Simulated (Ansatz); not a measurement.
FGeH4In (`[F][GeH2][InH2]`), relaxed with RKS PBE0-D4/def2-TZVP in the Gaussian-basis code of Ansatz from a GFN2-xTB geometry. The force threshold is 0.005 eV/Å; the program also tests the step.

Total charge 0; spin multiplicity 1. In: def2 effective core potential.

Start:

```xyz
7

F     0.077    0.381   -2.205
Ge    0.301    0.924   -0.510
In   -0.414   -1.146    0.972
H     1.777    1.359   -0.647
H    -0.482    2.255   -0.620
H    -1.784   -2.173    0.631
H     0.525   -1.599    2.378
```

Q: How much energy does the relaxation release, and in how many steps? (Best estimate.)

A: Computed: 15.30 kJ/mol, in 16 steps.

Q: Which bonds change most? (Estimate.)

A: The calculation gave: F1–Ge2 from 1.794 to 1.757 Å; Ge2–In3 from 2.644 to 2.616 Å; In3–H6 from 1.746 to 1.721 Å; In3–H7 from 1.751 to 1.727 Å.

Q: Give the relaxed structure. (Estimate.)

A: Ansatz gave: 
```xyz
7

F    -0.331    0.559   -2.213
Ge    0.321    0.854   -0.608
In   -0.382   -1.129    0.945
H     1.842    1.009   -0.834
H    -0.245    2.236   -0.212
H    -1.333   -2.423    0.326
H     0.128   -1.106    2.595
```
